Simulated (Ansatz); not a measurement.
System: sum formula Si$_{2}$H$_{3}$F$_{2}$, charge 0, multiplicity 2. It need not be the lowest isomer of its formula. SMILES: F[SiH][SiH2]F
Structure (B3LYP-D3(BJ)/def2-TZVP (Ansatz, a first-principles code) minimum search):
```xyz
7

F      1.9181     1.2415     0.1939
Si     1.1664    -0.1098    -0.2841
Si    -1.1169     0.0643     0.2927
F     -1.8637    -1.1765    -0.4137
H      1.8848    -1.2481     0.3553
H     -1.3890    -0.0229     1.7474
H     -1.6780     1.3231    -0.2443
```
Charge 0, spin multiplicity 2.

Property: atomisation energy (electronic, to ground-state atoms), in kcal/mol. Cores are frozen in the correlated levels unless marked. UHF or UKS for open shells. No spin-orbit coupling. Non-relativistic. The coupled-cluster limit lacks core correlation, which all-electron functionals hold. Basis-set limits of correlation are two-point, X^-3; Hartree-Fock from the larger set.

```csv
level,program,atomisation energy (kcal/mol)
PBE-D4/def2-TZVPD,Ansatz + dftd4,550.3
revPBE-D4/def2-TZVPD,Ansatz + dftd4,537.2
r2SCAN/def2-TZVPD,Ansatz,550.7
HSE06-D4/def2-TZVPD,Ansatz + dftd4,541.0
```

**Question.** Predict the CCSD(T)/CBS(aug-cc-pV(T+d)Z,aug-cc-pV(Q+d)Z) result (Ansatz).

**Answer.** 553.0 kcal/mol, so HSE06-D4/def2-TZVPD differs from it by -12.0 kcal/mol.
